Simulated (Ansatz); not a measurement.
Start from `N[SiH](Cl)[Si](N)(Cl)Cl` and change one atom or group to get `N[Si](N)(Cl)Cl`.

Ansatz, PBE0-D4/def2-TZVP geometries, multiplicity 1. Each molecule was computed in one conformer, which needn't be the lowest.

```json
{"property": "HOMO energy (PBE/def2-TZVPP) / eV", "`N[SiH](Cl)[Si](N)(Cl)Cl`": "-6.53"}
{"property": "HOMO–LUMO gap (PBE/def2-TZVPP) / eV", "`N[SiH](Cl)[Si](N)(Cl)Cl`": "5.35"}
{"property": "HOMO energy (PBE0/def2-TZVPP) / eV", "`N[SiH](Cl)[Si](N)(Cl)Cl`": "-7.86"}
{"property": "LUMO energy (ωB97M-V/def2-TZVPP) / eV", "`N[SiH](Cl)[Si](N)(Cl)Cl`": "1.45"}
{"property": "HOMO–LUMO gap (PBE0/def2-TZVPP) / eV", "`N[SiH](Cl)[Si](N)(Cl)Cl`": "7.52"}
{"property": "LUMO energy (PBE/def2-TZVPP) / eV", "`N[SiH](Cl)[Si](N)(Cl)Cl`": "-1.18"}
```

(1) Give the same properties after the change, and the shifts. (Estimate.)

Results:

(1) The calculation gave: 
```
                             property  `N[Si](N)(Cl)Cl`  shift
    HOMO energy (PBE/def2-TZVPP) / eV             -6.53   0.00
  HOMO–LUMO gap (PBE/def2-TZVPP) / eV              6.31   0.96
   HOMO energy (PBE0/def2-TZVPP) / eV             -7.99  -0.13
LUMO energy (ωB97M-V/def2-TZVPP) / eV              2.10   0.65
 HOMO–LUMO gap (PBE0/def2-TZVPP) / eV              8.65   1.13
    LUMO energy (PBE/def2-TZVPP) / eV             -0.22   0.96
```

With PBE0 the HOMO falls by 0.13 eV and the LUMO rises by 1.00 eV, so the gap widens by about 1.13 eV. PBE moves the HOMO by 0.00 eV and ωB97M-V by -0.36 eV.
